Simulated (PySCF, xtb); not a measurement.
C₃H₃ClF₂, SMILES [C@H]1([C@@H](Cl)[C@@H]1F)F.

Harmonic wavenumbers (cm⁻¹) from GFN2-xTB (xtb) at its own minimum, in rising order: 186, 204, 228, 323, 363, 598, 780, 850, 903, 995, 999, 1031, 1101, 1127, 1167, 1200, 1266, 1402, 3045, 3047, 3061.

### Question
What does B3LYP-D3(BJ)/def2-SVP run with PySCF 2.14.0 give at its own minimum? (Estimate from the structure and the level; the computed values follow.)

### Answer
181, 214, 242, 321, 379, 655, 810, 844, 925, 1009, 1046, 1095, 1132, 1177, 1203, 1260, 1362, 1485, 3157, 3163, 3181. Paired by order, the mean absolute difference is 47 cm⁻¹ and the zero-point energies are 34.1 and 35.5 kcal/mol.
